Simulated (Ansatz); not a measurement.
The cluster Co3S3, relaxed as a doublet with UKS PBE-D4/def2-SVP in Ansatz, starting from the GFN2-xTB geometry. Force threshold 0.02 eV/Å.

The charge 0 doublet is spin-contaminated (final ⟨S²⟩ up to 3.38, 0.75 for a pure state). The structure comes from a short search, and lower isomers may exist.

Start:

```xyz
6

Co    1.133    0.892    0.048
Co    0.232   -1.161    0.501
Co   -0.577   -0.039   -1.320
S     1.510   -0.803   -1.334
S    -1.305   -0.191    1.742
S    -0.993    1.302    0.364
```

| step | energy (eV) | largest force component (eV/Å) | SCF passes |
| --- | --- | --- | --- |
| 1 | -145333.9871 | 2.079 | 190 |
| 2 | -145334.2193 | 1.030 | 58 |
| 3 | -145334.4248 | 1.080 | 67 |
| 4 | -145334.6531 | 0.396 | 64 |
| 5 | -145334.8193 | 0.668 | 66 |
| 6 | -145334.9228 | 0.674 | 97 |
| 7 | -145335.0248 | 0.600 | 148 |
| 8 | -145335.1761 | 0.710 | 76 |
| 9 | -145335.2679 | 0.389 | 86 |
| 10 | -145335.2736 | 0.099 | 71 |
| 11 (rejected) | -145335.2440 | 0.672 | 77 |
| 12 | -145335.2854 | 0.098 | 64 |
| 13 | -145335.2908 | 0.055 | 65 |
| 14 | -145335.3197 | 0.278 | 70 |
| 15 | -145335.3703 | 0.394 | 80 |
| 16 | -145335.4504 | 0.527 | 77 |
| 17 | -145335.5445 | 0.715 | 110 |
| 18 | -145335.6345 | 0.472 | 68 |
| 19 (rejected) | -145335.5777 | 1.202 | 70 |
| 20 | -145335.6900 | 0.067 | 59 |
| 21 | -145335.6943 | 0.173 | 78 |
| 22 | -145335.7073 | 0.231 | 78 |
| 23 (rejected) | -145335.6418 | 1.320 | 65 |
| 24 | -145335.7176 | 0.192 | 58 |
| 25 | -145335.7228 | 0.173 | 51 |
| 26 | -145335.7256 | 0.095 | 52 |
| 27 (rejected) | -145335.7116 | 0.402 | 57 |
| 28 | -145335.7271 | 0.014 | 53 |

Force components are those of the run's own axes.

End:

```
atom    x (Å)    y (Å)    z (Å)
 Co1  -0.3177   0.9930   0.9813
 Co2   0.5955  -1.0581   0.3598
 Co3   0.1230   0.3442  -1.2135
  S4   0.9946  -1.5768  -1.7054
  S5  -0.2434  -0.6995   2.3008
  S6  -1.1520   1.9973  -0.7230
```

Bonds lost: Co1–S4, Co2–S6, S5–S6 (atoms count from 1). Bonds formed: Co1–S5 (atoms count from 1). The end is the same structure that another start reached, the lowest one found.

No frequencies were taken in this run, so the end may be a saddle point.

Hardware: 4 threads of Arm Neoverse V1 on a shared host. Wall time 3.3 min.
